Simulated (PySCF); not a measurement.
Al(H) cation (AlH), SMILES [AlH] (connectivity only; charge and spin as stated), charge +1, multiplicity 2. Atoms are numbered in the order given.

```xyz
2

Al     0.0000     0.0000    -0.1160
H      0.0000     0.0000     1.5074
```
Charge +1, spin multiplicity 2.

Coordinates come from a B3LYP-D3(BJ)/def2-TZVPD optimisation. The multiplicity is an assumed one; other spin states were not compared.

Calculation: PBE/def2-TZVPD in PySCF.

Isolated molecule, no solvent.

```
Item                                                                Value
------------------------------------------------  -----------------------
total energy                                           -242.53913 hartree
point group                                                           C∞v
α spin, highest occupied and lowest empty level       -13.03 and -9.42 eV
β spin, highest occupied and lowest empty level      -16.14 and -11.34 eV
dipole moment about the centre of nuclear charge                   0.55 D
mean static polarisability                           25.9 bohr³ (3.83 Å³)
polarisability, principal values                   24.3, 24.3, 29.1 bohr³
⟨S²⟩                                              0.756 (pure state 0.75)
```
